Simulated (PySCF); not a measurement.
Zn(Cl)(OSiH3) (ClH3OSiZn), SMILES [SiH3][O][Zn][Cl].

Geometry optimised at B3LYP-D3(BJ)/def2-SVP. The structure was generated by enumeration; whether it is a known compound was not checked. Other conformers were not sampled.

Computed with TDA-PBE/def2-SVPD in PySCF 2.14.0.

Vertical excitations. The molecule is in vacuum. State labels are in the subgroup Cs.

Problem. Give excitation energies, oscillator strengths and character. (An estimate is asked for; the answer gives what the named calculation found.)

Solution. 
```json
[
 {"state": "S1", "symmetry": "A\"", "energy (eV)": "4.55", "λ (nm)": "272", "f": "0.002", "main pairs": "HOMO→LUMO 100 %"},
 {"state": "S2", "symmetry": "A'", "energy (eV)": "4.81", "λ (nm)": "258", "f": "0.022", "main pairs": "HOMO−1→LUMO 98 %"},
 {"state": "S3", "symmetry": "A'", "energy (eV)": "5.47", "λ (nm)": "227", "f": "0.017", "main pairs": "HOMO−2→LUMO 99 %"},
 {"state": "S4", "symmetry": "A\"", "energy (eV)": "5.47", "λ (nm)": "227", "f": "0.018", "main pairs": "HOMO−3→LUMO 100 %"},
 {"state": "S5", "symmetry": "A\"", "energy (eV)": "6.11", "λ (nm)": "203", "f": "0.002", "main pairs": "HOMO→LUMO+1 100 %"},
 {"state": "S6", "symmetry": "A'", "energy (eV)": "6.25", "λ (nm)": "198", "f": "0.014", "main pairs": "HOMO→LUMO+2 69 %, HOMO−1→LUMO+1 30 %"},
 {"state": "S7", "symmetry": "A\"", "energy (eV)": "6.37", "λ (nm)": "195", "f": "0.000", "main pairs": "HOMO−1→LUMO+2 99 %"},
 {"state": "S8", "symmetry": "A'", "energy (eV)": "6.47", "λ (nm)": "192", "f": "0.032", "main pairs": "HOMO−1→LUMO+1 50 %, HOMO−5→LUMO 26 %, HOMO→LUMO+2 19 %"},
 {"state": "S9", "symmetry": "A\"", "energy (eV)": "6.50", "λ (nm)": "191", "f": "0.017", "main pairs": "HOMO−4→LUMO 98 %"},
 {"state": "S10", "symmetry": "A'", "energy (eV)": "6.64", "λ (nm)": "187", "f": "0.010", "main pairs": "HOMO−5→LUMO 72 %, HOMO−1→LUMO+1 15 %"},
 {"state": "T1", "symmetry": "A\"", "energy (eV)": "4.32", "λ (nm)": "287", "f": "0", "main pairs": "HOMO→LUMO 100 %"},
 {"state": "T2", "symmetry": "A'", "energy (eV)": "4.49", "λ (nm)": "276", "f": "0", "main pairs": "HOMO−1→LUMO 99 %"},
 {"state": "T3", "symmetry": "A'", "energy (eV)": "5.15", "λ (nm)": "241", "f": "0", "main pairs": "HOMO−2→LUMO 100 %"},
 {"state": "T4", "symmetry": "A\"", "energy (eV)": "5.16", "λ (nm)": "240", "f": "0", "main pairs": "HOMO−3→LUMO 100 %"}
]
```
Triplets are in the Tamm–Dancoff approximation.
